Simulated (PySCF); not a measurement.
# Structure from 2D NMR

Compound of formula C6H12O3. Correlations simulated from computed shifts and the bond graph:

HSQC (one-bond C–H):
```
  δH    δC
4.38  63.2
3.99  74.2
3.50  58.0
2.45  37.8
1.29  16.8
```

COSY cross peaks (H two or three bonds apart, from the bond graph; peaks can be absent where the dihedral angle is near 90°):
```
  δH    δH
4.38  1.29
3.99  2.45
```

HMBC (two and three bonds, from the bond graph):
```
  δH                 δC
4.38        178.7, 16.8
3.99  178.7, 58.0, 37.8
3.50               74.2
2.45        178.7, 74.2
1.29               63.2
```

Carbons without hydrogens: δ 178.7.

Method: structure optimised with GFN2-xTB, shielding tensors at PBE0/pcSseg-1 (GIAO), in PySCF (no solvent, single conformer, non-relativistic, equivalent nuclei averaged).

References, each an isolated molecule treated in the same way: TMS for ¹H and ¹³C.

Exchangeable hydrogens are left out of these lists.

Work out the connectivity.

Results:

ethyl 3-methoxypropanoate (C(CC(OCC)=O)OC).

Atom-mapped SMILES (the numbers label the heavy atoms): `[CH3:1][CH2:2][O:3][C:4](=[O:5])[CH2:6][CH2:7][O:8][CH3:9]`; H(Xn) means a hydrogen on atom n.

- δC 178.7 is C4, an ester carbonyl carbon.
- δC 74.2 is C7, an sp3 CH2 bonded to O (δH 3.99).
- δC 63.2 is C2, an sp3 CH2 bonded to O (δH 4.38).
- δC 58.0 is C9, a methyl carbon bonded to O (δH 3.50).
- δC 37.8 is C6, an sp3 CH2 α to a carbonyl (δH 2.45).
- δC 16.8 is C1, a methyl carbon (δH 1.29).
- HMBC from δH 4.38 reaches the proton-free carbon C4.
- HMBC from δH 3.99 reaches the proton-free carbon C4.
- HMBC from δH 2.45 reaches the proton-free carbon C4.
- COSY links 4.38–1.29, 3.99–2.45.

The shifts were computed for this structure.

Shifts are as computed. Against solution values, carbons near 30 ppm lie about +3 ppm off and those near 130 ppm about +5 ppm. Of 1211 compounds with measured shifts, 218 miss one by over three times the rms of a fit or turn the order of signals round; such compounds aren't used in these exercises.
